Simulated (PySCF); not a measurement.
C2H6AlFO.

```xyz
11

Al     0.0454    -0.5595     0.0000
F      1.0214    -1.9162     0.0000
C      0.8179     1.2244     0.0000
C     -0.1839     2.3896     0.0000
H      1.4930     1.2902    -0.8738
H      1.4930     1.2902     0.8738
H     -0.8413     2.3617     0.8837
H     -0.8413     2.3617    -0.8837
H      0.3256     3.3681     0.0000
O     -1.6388    -0.7773     0.0000
H     -2.1049    -1.6181     0.0000
```
Charge 0, spin multiplicity 1.

Geometry optimised at B3LYP-D3(BJ)/def2-SVP. Other conformers were not sampled.

Computed with PBE/pcSseg-1 run with PySCF. Non-relativistic, no solvent.

Computed absolute GIAO shielding of each atom: isotropic value and principal components (ppm):
```
atom  σ(iso)    σ11    σ22    σ33   span
----  ------  -----  -----  -----  -----
Al1    423.3  365.8  389.2  515.1  149.3
F2     312.0  210.2  296.9  429.0  218.8
C3     182.8  170.9  175.0  202.4   31.6
C4     168.9  161.3  163.5  181.9   20.6
H5      30.8   26.1   29.2   37.0   10.9
H6      30.8   26.1   29.2   37.0   10.9
H7      30.1   25.8   28.6   35.8   10.1
H8      30.1   25.8   28.6   35.8   10.1
H9      29.9   24.9   27.6   37.2   12.3
O10    289.4  225.3  295.2  347.6  122.3
H11     29.3   22.2   22.5   43.2   21.0
```
